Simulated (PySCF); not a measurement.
Se(OH)(SH), SMILES O[Se]S at its CAM-B3LYP/def2-SVP optimised geometry (Å):

```
5

Se    -0.7924    -1.0662     0.0000
O      1.0075    -1.0662     0.0000
H      1.3008    -0.9511     0.9153
S     -1.3008     1.0662     0.0000
H     -1.2177     1.2884    -1.3318
```

Calculation: CAM-B3LYP/def2-TZVP (PySCF).

Map of the electron localisation function on the plane z = 1.0 Å:

```
|                             |
|                             |
|       .......               |
|     .:--===-:.              |
|   .:-=+*****+=:             |
|  .:=+*###%%##+=:            |
| .:=*##%%%%%%%#+-.           |
| .=+#%%%%@@@%%#*=.           |
| :+*#%%%%@@@%%#*=.           |
|.-+#%%%%%%%%%%#+:            |
|.-+##%%%#####*+-.            |
|.-=*####****+=:.             |
| :-=++++===--:.              |
| .::---::::::.               |
|   .....::---:.   :--:.      |
|      .:-=+*+=.  :+**+-.     |
|      :=*#%%#*:..=%@%#+:     |
|     :=*%%@%%#-.:*@@@@*-     |
|    .-*%@@@@%#-.:*@@@@*-     |
|    :+#%@@@@%#-.:*%@@%+:     |
|    :+#@@@@@%#-..=*%#*-.     |
|    :+#%@@@@%*: .:=++-.      |
|    :=#%@@@%#+:  .:::.       |
|    .-+#%%%#*-.   ...        |
|     .-+*#**=:               |
|      .:-==-:                |
|        ....                 |
|                             |
|                             |
```
Scale: ten equal steps from 0.000 (start of ' ') to 0.997 (end of '@'), in the order ' .:-=+*#%@'; x runs from -3.50 to 3.50, y from -3.50 (bottom) to 3.50 (top).
